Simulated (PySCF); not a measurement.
Input of a run (PBE0-D3(BJ)/def2-SVP geometry optimisation, gas phase (PySCF 2.14.0)), started from a GFN2-xTB structure with every atom displaced at random (by about 0.01 Å):
```
{"job": {"xc": "PBE0", "basis": "def2-SVP", "d3": "d3bj", "grid": 1, "shake": 0.01, "kind": "geom"}, "charge": 0, "multiplicity": 1}
N     -1.761550    -2.188800     0.375000
C     -1.269470    -1.157890     0.199290
C     -0.604950     0.045450    -0.010370
Si     1.357200    -0.108680    -0.008690
C     -1.163520     1.193280    -0.187470
S     -1.729510     2.633620    -0.399880
H      1.706490    -0.646620     1.303630
H      1.864910     1.237480    -0.234150
H      1.658220    -1.025000    -1.071090
```

Output (energies in Eh, forces in Eh/bohr):
```
step   0  E = -857.68884504  max force = 0.048408
step   1  E = -857.69326484  max force = 0.009356
step   2  E = -857.69438947  max force = 0.004560
step   3  E = -857.69466384  max force = 0.000972
step   4  E = -857.69467806  max force = 0.000904
step   5  E = -857.69468443  max force = 0.000540
step   6  E = -857.69468525  max force = 0.000167
optimisation converged
```

Summarise the run.

The energy falls by 0.159 eV over 7 energy and gradient evaluations, the largest force component goes from 0.0484 to 1.7e-04 Eh/bohr, and the atoms move by 0.077 Å rms after alignment. The bond that changes most is C3–Si4 (outer carbon of cumulated double bonds to SiH3 silicon), which shortens by 0.070 Å. Bonds longer at the end by more than 0.005 Å: 6 of 8; shorter: 2. Among the angles that change most is C2–C3–Si4, from 114.1° to 119.6°. The energy never rose by more than 1e-6 Eh on the way. The first step brought 76 % of the lowering.

What are the final bond lengths?

N1≡C2 1.161 Å, C2–C3 1.418 Å, C3–Si4 1.898 Å, C3=C5 1.325 Å, C5=S6 1.547 Å, Si4–H7 1.490 Å, Si4–H8 1.489 Å, Si4–H9 1.490 Å. Numbering counts from 1 in the input's order; the species is `N#CC([SiH3])=C=S`.

The run used 107 basis functions and 52 SCF cycles in all.

No PBE0-D3(BJ)/def2-SVP frequencies stand behind this structure, so it isn't proved a minimum.
